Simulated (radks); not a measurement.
Question: In2+, 47 electrons, occupied as [Kr] 4d10 5s1. Calculated with a radial shooting solver on a logarithmic mesh with Libxc functionals: Dirac Kohn-Sham, LDA (Slater exchange, Perdew-Wang correlation), spin-unpolarised, spherical densities, finite nucleus; Fermi nuclear charge, rms radius 4.6156 fm. Some entries of the table are withheld. Estimate them.

orbital  occ.  eigenvalue (eV)  <1/r> (bohr^-1)  r(max) (bohr)
1s1/2       2              (1)            51.81        0.01924
2s1/2       2        -4165.790            11.99         0.1089
2p1/2       2        -3888.438              (2)        0.08385
2p3/2       4        -3677.868              (3)        0.08829
3s1/2       2        -804.7568            4.220         0.3161
3p1/2       2        -692.6304            4.132         0.3022
3p3/2       4        -654.6003            3.938         0.3125
3d3/2       4        -455.4356            3.783         0.2562
3d5/2       6        -447.6352            3.733         0.2591
4s1/2       2        -137.5843            1.648         0.7693
4p1/2       2        -100.8641            1.529         0.7983
4p3/2       4         -94.1322            1.465         0.8235
4d3/2       4         -37.2816            1.158         0.9246
4d5/2       6         -36.4012            1.142         0.9349
5s1/2       1         -24.1174           0.5547          2.038

Answer: 
(1) 1s1/2 eigenvalue (eV): -27720.32
(2) 2p1/2 <1/r> (bohr^-1): 11.98
(3) 2p3/2 <1/r> (bohr^-1): 11.19
